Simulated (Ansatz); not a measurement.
CH$_{3}$Cl$_{3}$Sn, charge +1, doublet, at a GFN2-xTB geometry (such geometries of metal compounds can be far from the true shape) (a state made from the parent by changing its charge; the spin is typed, not shown lowest) (all electrons, no relativity). Base run: PBE/3-21G (Ansatz, a program for electronic structure).

Ansatz was given this input:
Ansatz 0.2 input:
```yaml
crystal:
  periodic: [false, false, false]
  atoms:
    - {symbol: C, position_ang: [-2.42894918, -0.34951557, 0.10512035]}
    - {symbol: Sn, position_ang: [-0.11256443, -0.01619755, 0.00487158]}
    - {symbol: Cl, position_ang: [0.69693254, -1.41027332, -1.66927410]}
    - {symbol: Cl, position_ang: [0.22416278, 2.22841157, -0.49496942]}
    - {symbol: Cl, position_ang: [0.74012552, -0.57909556, 2.09234901]}
    - {symbol: H, position_ang: [-2.52298231, -1.39404234, 0.38209361]}
    - {symbol: H, position_ang: [-2.75334588, 0.35236142, 0.86586213]}
    - {symbol: H, position_ang: [-2.76250924, -0.11507398, -0.90004999]}
basis:
  gaussian:
    orbitals: 3-21G.json
hamiltonian:
  xc: pbe
total_charge: 1
magnetization: {spin_polarized: true, initial_magnetization: 1}
```
The basis file holds 3-21G in the JSON format of the Basis Set Exchange.

Each row names what was changed in the base input (with any setting that the change needs).

```json
[
 {"change": "base", "basis functions": "87", "E (Eh)": "-7411.47345", "core-seconds (rough)": "6"},
 {"change": "basis = STO-3G", "basis functions": "62", "E (Eh)": "-7368.94425", "core-seconds (rough)": "7"},
 {"change": "basis = def2-SV(P)", "basis functions": "100", "E (Eh)": "-1633.47447", "core-seconds (rough)": "9"},
 {"change": "basis = def2-SVP", "basis functions": "(withheld)", "E (Eh)": "(withheld)", "core-seconds (rough)": "10"},
 {"change": "basis = def2-SVPD", "basis functions": "157", "E (Eh)": "-1633.50211", "core-seconds (rough)": "20"},
 {"change": "basis = def2-TZVP", "basis functions": "(withheld)", "E (Eh)": "(withheld)", "core-seconds (rough)": "20"},
 {"change": "basis = def2-TZVPP", "basis functions": "249", "E (Eh)": "-1634.02199", "core-seconds (rough)": "30"},
 {"change": "basis = def2-TZVPD", "basis functions": "258", "E (Eh)": "-1634.02202", "core-seconds (rough)": "40"}
]
```

Task: Some entries are withheld; supply them.

Result: 
- basis = def2-SVP, basis functions: 109
- basis = def2-SVP, E (Eh): -1633.48251
- basis = def2-TZVP, basis functions: 210
- basis = def2-TZVP, E (Eh): -1634.02070

Totals compare only among sets that treat the same electrons; sets with core potentials leave the core out.
